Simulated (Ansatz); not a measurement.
Input file for Ansatz (a quantum-chemistry and plane-wave program): U-r2SCAN/def2-TZVPP on F2Nb (SMILES [F][Nb][F]), 2S+1 = 4, a spin state set in the input, which need not be the lowest. Elements past Kr take the def2 small-core potentials; no spin–orbit coupling.

Ansatz 0.2 input:
```yaml
crystal:
  periodic: [false, false, false]
  atoms:
    - {symbol: Nb, position_ang: [0.10650715, 0.08349658, 0.03070886]}
    - {symbol: F, position_ang: [-0.29901727, 1.36938071, -1.28805013]}
    - {symbol: F, position_ang: [0.15934141, -1.40550568, 1.18702164]}
basis:
  gaussian:
    orbitals: def2-TZVPP
hamiltonian:
  xc: {name: r2SCAN}
magnetization: {spin_polarized: true, initial_magnetization: 3}
```

The head of its log:

```
WARN ansatz: RAYON_NUM_THREADS=1 ignored (pool sized by the plan → 1); use --threads N
Functional definition: r2SCAN
integrals: 0.03 GiB planned
641 factors; their error is unknown
mean field: 0.40 GiB planned
mean field evaluation 1: about -6983.6569 eV, gradient 3.5e1 eV
mean field evaluation 2: about -6957.7630 eV, gradient 9.8e1 eV
```

Problem. Give the final energy of this run.

Solution. -256.7803 hartree.
